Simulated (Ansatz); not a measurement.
A made-up structure of HSeSO (charge -1), closed shell:

| atom | x (Å) | y (Å) | z (Å) |
| --- | --- | --- | --- |
| O1 | -0.9050 | 0.5839 | -0.4234 |
| S2 | -0.4004 | -0.8954 | 0.2671 |
| Se3 | 1.5144 | -0.4933 | 1.2098 |
| H4 | 2.0030 | -0.4133 | 2.6363 |

It is relaxed with PBE-D4/def2-SVPD and then PBE0-D4/def2-TZVPD (Ansatz 0.2.0). Atoms count as bonded within 1.22 times the sum of their covalent radii (H–H: 0.88 Å). The end point is not checked to be a true minimum.

Task: Does its bonding change? (A judgement: the text doesn't fix the answer.)

Result: By the calculation: No: no bond forms or breaks.

Where it ends: The first stage lowers the energy by 0.86 eV in 9 steps. It ends as HSeSO ([O][S][SeH]), total charge -1:
```csv
atom,x (Å),y (Å),z (Å)
O1,-0.8635,0.5406,-0.1591
S2,-0.3246,-0.8192,0.2921
Se3,1.8036,-0.6827,1.0713
H4,1.5967,-0.2568,2.4854
```

Labels in which every atom is bracketed show which atoms are joined, not bond orders.

For scale, one of the runs: PBE0-D4/def2-TZVPD relaxation, 152 basis functions, launched by `ansatz run in.yaml --threads 2 --pin off --events-out ev --progress --plain --max-ram 4352MiB`. The run took about 17 s on 2 CPU threads of an Intel Xeon 6975P-C (shared host).
